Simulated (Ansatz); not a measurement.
[NbO2Cl2]- (NbCl2O2⁻) was relaxed with PBE0-D4 (def2-SVPD) in Ansatz in these states: charge -1 singlet, neutral doublet. The geometries follow in no particular order.

In the def2 sets Nb takes a core potential; there is no spin–orbit coupling.

A:

```xyz
5

Nb   -0.0101    0.0064    0.0110
O    -1.2727   -0.6883    1.0328
O    -0.2051    1.6486    0.6324
Cl   -0.5724   -0.1179   -2.2179
Cl    2.0602   -0.8488    0.5418
```

B:

```xyz
5

Nb    0.1005    0.0876    0.0281
O    -0.0099    1.4931    1.0248
O     1.7281    0.0021   -0.5415
Cl   -1.4069    0.2903   -1.8357
Cl   -0.4117   -1.8731    1.3243
```

Question: Judge from the bond lengths which geometry belongs to which state (an estimate).

Answer: A is the neutral doublet (Nb1–Cl5 2.302 Å, Nb1–Cl4 2.302 Å, Nb1–O3 1.767 Å); B is the charge -1 singlet (Nb1–Cl5 2.406 Å, Nb1–Cl4 2.406 Å, Nb1–O3 1.727 Å).
